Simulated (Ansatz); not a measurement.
Basis sets compared for the cluster Na6Cd⁺ (the lowest doublet isomer of a short search). Charge 1, multiplicity 2. Geometry PBE/def2-SVP. Ansatz on 4 threads of Arm Neoverse V1 on a shared host; times are rough, and most runs start from earlier orbitals.

```tsv
atom	x (Å)	y (Å)	z (Å)
Cd1	-0.176	-0.783	0.996
Na2	2.140	0.254	2.592
Na3	0.817	-1.921	-1.808
Na4	-2.572	-2.174	-0.147
Na5	1.871	1.446	-0.925
Na6	-0.722	2.343	1.269
Na7	-1.358	0.833	-1.978
```

In the def2 sets Cd takes a core potential; there is no spin–orbit coupling. The structure comes from a short search, and lower isomers may exist.

| level | functions | energy (Eh) | HOMO (eV) | LUMO (eV) | wall time |
| --- | --- | --- | --- | --- | --- |
| PBE/def2-SVP | 121 | -1140.3545 | -6.05 | -5.56 | 5.5 s |
| PBE0/def2-SVP | 121 | -1140.4279 | -6.50 | -4.97 | 10 s |

(1) Estimate the rows for PBE/def2-TZVP (with forces), PBE0/def2-TZVP.

## Answers

(1) 
| level | functions | energy (Eh) | HOMO (eV) | LUMO (eV) | wall time |
| --- | --- | --- | --- | --- | --- |
| PBE/def2-TZVP (with forces) | 232 | -1140.7566 | -6.09 | -5.59 | 11 s |
| PBE0/def2-TZVP | 232 | -1140.8249 | -6.54 | -4.98 | 20 s |
